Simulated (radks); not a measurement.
The numbers below are computed, except where a source is named.
Removal energies from the osmium ion Os4+, [Xe] 4f14 5d4, by Delta-SCF beside the eigenvalue of the level emptied. Code: a radial shooting solver on a logarithmic mesh with Libxc functionals. Model: scalar-relativistic Kohn-Sham, LDA (Slater exchange, Perdew-Wang correlation), spin-polarised, spherical densities, finite nucleus; Fermi nuclear charge, rms radius of each element as measured or else 0.836 A^(1/3) + 0.57 fm. Open shells are filled with parallel spins first.

removed from,final configuration,Delta-SCF (eV),-eigenvalue (eV)
5d,[Xe] 4f14 5d3,56.591,49.689
5p,[Kr] 4d10 4f14 5s2 5p5 5d4,102.69,94.517
4f,[Xe] 4f13 5d4,111.41,98.013
5s,[Kr] 4d10 4f14 5s1 5p6 5d4,145.10,136.11
